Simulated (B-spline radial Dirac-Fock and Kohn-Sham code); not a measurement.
**Satellites and hypersatellites of the K lines of Br¹³⁺**

System: Br¹³⁺, [Ar] 3d4.

Calculated with a radial finite-basis atomic code, using ΔSCF Dirac-Fock with Breit, self-energy and vacuum polarisation, finite nucleus, configuration average. Each two-hole energy is an average over J within one jj subconfiguration, not an observable level; in light atoms, where LS coupling holds, the j-resolved values are not observed lines, and for a K spectator the Kα1 hypersatellite is nearly forbidden. No correlation.

Lines without a spectator: Kα2 (K-L2) 11876.8 eV, Kα1 (K-L3) 11923.6 eV, Kβ3 (K-M2) 13345.2 eV, Kβ1 (K-M3) 13353.6 eV. Shifts in eV with one spectator hole (a dash: not computed, or left out as unreliable):

| spectator hole | Kα2 | Kα1 | Kβ3 | Kβ1 |
| --- | --- | --- | --- | --- |
| K (1s) | +379.7 | +385.3 | +483.9 | +485.1 |
| L2 (2p1/2) | +39.2 | +48.1 | – | +110.5 |
| L3 (2p3/2) | +42.5 | +41.3 | +104.4 | – |
| M2 (3p1/2) | – | +5.78 | +16.05 | +18.81 |
| M3 (3p3/2) | +5.03 | – | +17.61 | +17.05 |

With n spectator holes in 2p, averaged over the 2p shell (energies in eV):

```tsv
n	KαLⁿ	step	hypersatellite KαʰLⁿ
0	11908.0	–	12291.4
1	11951.3	+43.3	12336.1
2	11996.0	+44.7	12382.2
3	12042.0	+46.0	12429.5
4	12089.3	+47.3	12478.3
5	12138.0	+48.7	12528.3
```
